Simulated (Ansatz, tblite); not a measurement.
Species of one formula, IrN₄F₂H₁₂⁺ (singlet), each relaxed with r2SCAN-D4/def2-SVP in Ansatz.

In the def2 sets Ir takes a core potential; there is no spin–orbit coupling. The xTB rows come from tblite. HSE06 is defined as in plane-wave codes, on full-range PBE exchange. Correlated methods freeze 6 core orbitals; core or outer-core shells of Ir are correlated, in sets that lack core-valence functions.

A: At MP2/def2-TZVP the test of the restricted singlet for broken spin symmetry was undecided. B: At MP2/def2-TZVP the test of the restricted singlet for broken spin symmetry was undecided.

Other spin states weren't relaxed.

A: trans-[IrF2(NH3)4]+ (IrN₄F₂H₁₂⁺)

```xyz
19

F     0.446    1.653   -1.020
F    -0.446   -1.653    1.020
Ir    0.000    0.000    0.000
N     1.904   -0.506    0.681
N    -1.904    0.505   -0.681
N     0.423   -0.850   -1.855
N    -0.422    0.851    1.856
H     2.606   -0.691   -0.042
H     1.753   -1.382    1.205
H     2.344    0.171    1.312
H    -2.606    0.691    0.042
H    -2.345   -0.174   -1.310
H    -1.755    1.380   -1.208
H     1.199   -1.518   -1.877
H     0.685   -0.044   -2.443
H    -0.358   -1.335   -2.309
H    -1.200    1.518    1.878
H     0.358    1.338    2.308
H    -0.683    0.046    2.446
```

B: cis-[IrF2(NH3)4]+ (IrN₄F₂H₁₂⁺)

Cartesian coordinates in Å:
```
F -1.829 -0.741 -0.875
F 0.317 1.035 -1.868
Ir -0.130 0.025 -0.236
N 1.699 0.920 0.298
N -0.747 -1.106 1.429
N 0.737 -1.580 -1.238
N -1.292 1.688 0.231
H 1.920 1.444 -0.564
H 2.491 0.300 0.485
H 1.685 1.598 1.066
H -1.636 -1.500 1.080
H -0.960 -0.598 2.292
H -0.157 -1.895 1.707
H 1.125 -1.163 -2.096
H -0.062 -2.152 -1.544
H 1.443 -2.203 -0.836
H -1.280 2.170 1.134
H -2.257 1.383 0.041
H -1.067 2.372 -0.504
```

Problem. Estimate their order by electronic energy at RPA@PBE/def2-TZVP, counted from the lowest.

Solution. B (0.0) < A (9.4), in kJ/mol.

Problem. Do the other levels pick the same lowest one?

Solution. Not GFN1-xTB. Energies above each level's lowest (kJ/mol):

```
               level     A     B
            GFN1-xTB   0.0  16.5
            GFN2-xTB  16.3   0.0
        HF/def2-TZVP   1.8   0.0
     PBE-D4/def2-SVP  12.8   0.0
    PBE-D4/def2-TZVP  12.0   0.0
 r2SCAN-D4/def2-TZVP  11.8   0.0
r2SCANh-D4/def2-TZVP  11.2   0.0
    PBE0-D4/def2-SVP  10.8   0.0
   PBE0-D4/def2-TZVP  10.1   0.0
r2SCAN0-D4/def2-TZVP  10.2   0.0
  HSE06-D4/def2-TZVP  10.2   0.0
   RPA@PBE/def2-TZVP   9.4   0.0
       MP2/def2-TZVP   9.5   0.0
```
Point groups (tolerance 0.1 Å): A C2h, B C2v. A and B have the same bonds, so they are conformers or stereoisomers.
